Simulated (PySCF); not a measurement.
Harmonic spectrum computed at PBE0 in the def2-TZVP basis family (core potentials from Rb on, PySCF, no spin–orbit coupling):

| ω (cm⁻¹) | IR (km/mol) |
| --- | --- |
| 637 | 17.4 |
| 724 | 19.9 |
| 921 | 2.9 |
| 937 | 176 |
| 1010 | 0.0 |
| 1127 | 325 |
| 1654 | 3.0 |
| 2268 | 41.6 |
| 2281 | 62.7 |

Q: Which molecule gave it? In each, all ligands are bound to the one heavy central atom.
A. SeH₄ (singlet)
B. GeH₄ (singlet)
C. SnH₄ (singlet)
D. TeH₄ (singlet)
E. AsH₄ (doublet)

A: E. It has C2v symmetry with As–H 1.511 Å (×2), As–H 1.654 Å (×2).
